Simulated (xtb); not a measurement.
B(OH)2(SeH) (BH3O2Se), SMILES OB(O)[SeH]. All values are semi-empirical tight-binding results from xtb (GFN2-xTB unless named), good for trends rather than for accurate numbers. Geometry optimised at GFN2-xTB. Other conformers were not sampled.

Optimised geometry:

```xyz
7

B      0.0041     0.9808     0.0000
O      1.0997     1.7519     0.0000
H      1.9625     1.3397     0.0000
O     -1.2300     1.4987     0.0000
H     -1.3008     2.4537     0.0000
Se     0.0507    -0.9866     0.0000
H     -1.3651    -1.1566     0.0000
```
Charge 0, spin multiplicity 1.

Computed properties:
| Property | Result |
|---|---|
| point group as xtb finds it | Cs |
| orbital gap | 5.21 eV |
| zero-point energy | 24.6 kcal/mol |
| G − E(el) at 298.15 K (modified RRHO) | 6.3 kcal/mol |
| static polarisability (D4 model) | 51.7 bohr³ |
| solvation energy, GFN2-xTB/ALPB(water) | -10.2 kcal/mol |
| solvation energy, GFN2-xTB/ALPB(chcl3) | -4.5 kcal/mol |

Computed atomic charges and the Wiberg bond orders between heavy atoms:
charges (e) B1 0.50, O2 -0.47, H3 0.32, O4 -0.46, H5 0.32, Se6 -0.38, H7 0.18. Bond orders B1–O2 1.20, B1–O4 1.22, B1–Se6 0.95.
